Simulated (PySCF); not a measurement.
Run record: geometry optimisation, `N#C[Si@H]([SiH2]N)N`.

Computed with PBE0-D3(BJ)/def2-SVP geometry optimisation, gas phase (PySCF 2.14.0). Start geometry: GFN2-xTB. The command runs a driver script over a list of jobs; the input below is this job's line of settings and its coordinates in Å.

Command:
```bash
OMP_NUM_THREADS=1 python probes_run.py task.json out
```

Input:
```
{"job": {"xc": "PBE0", "basis": "def2-SVP", "d3": "d3bj", "grid": 1, "shake": 0.01, "kind": "geom"}, "charge": 0, "multiplicity": 1}
N     -2.124440     1.599910     1.957850
C     -1.710130     0.807680     1.273680
Si    -0.895700    -0.496300     0.209020
N     -1.552210    -0.207610    -1.331250
Si     1.383640    -0.112170     0.048700
N      1.887700     0.169410     1.680930
H     -1.320460    -1.738790     0.878070
H     -1.187330    -0.655960    -2.146500
H     -2.588290    -0.130880    -1.397400
H      1.736150     0.967180    -0.878830
H      2.147620    -1.286010    -0.354120
H      1.382410     0.810930     2.267400
H      2.846870     0.255730     1.874800
```

Problem. Estimate the output.

Solution. 
```
step   0  E = -784.77369424  max force = 0.066268
step   1  E = -784.78400147  max force = 0.007280
step   2  E = -784.78438303  max force = 0.001681
step   3  E = -784.78458946  max force = 0.002455
step   4  E = -784.78470825  max force = 0.002530
step   5  E = -784.78492203  max force = 0.001875
step   6  E = -784.78518856  max force = 0.001736
step   7  E = -784.78568350  max force = 0.005455
step   8  E = -784.78621971  max force = 0.006150
step   9  E = -784.78696791  max force = 0.003822
step  10  E = -784.78711404  max force = 0.003475
step  11  E = -784.78753349  max force = 0.003394
step  12  E = -784.78773151  max force = 0.003082
step  13  E = -784.78794785  max force = 0.001954
step  14  E = -784.78800945  max force = 0.001364
step  15  E = -784.78803386  max force = 0.000607
step  16  E = -784.78804091  max force = 0.000375
optimisation converged
```

Energies in Eh; «max force» is the largest Cartesian gradient component in Eh/bohr.

Problem. How much energy does the optimisation release, in eV?

Solution. E(step 0) − E(last step) = 0.014347 Eh, which is 0.390 eV.

In short: final energy -784.78804 Eh after 16 steps; dipole 2.73 D.

Problem. Where do the atoms end?

Solution. 0.385 Å rms from the input after alignment:
```
atom  x, y, z in Å
N1    -1.8547    1.4437    2.1270
C2    -1.5399    0.6297    1.3607
Si3   -0.8814   -0.6177    0.1085
N4    -1.5434   -0.4409   -1.4698
Si5    1.4152   -0.1458    0.1345
N6     1.7457    0.3809    1.7457
H7    -1.2885   -1.9384    0.6623
H8    -1.2343    0.3280   -2.0541
H9    -2.5147   -0.6695   -1.6512
H10    1.6680    0.8329   -0.9830
H11    2.2311   -1.3604   -0.1675
H12    1.1054    1.0242    2.2008
H13    2.6969    0.5168    2.0678
```

Problem. How long does this job take on one thread of an Arm Neoverse N1, no GPU, on a shared host? And the peak memory of the process?

Solution. About 2.8 min, with 0.50 GiB resident at the peak, the Python interpreter and its libraries included.
Labels such as C1 count atoms from 1, the log's own numbers from 0.
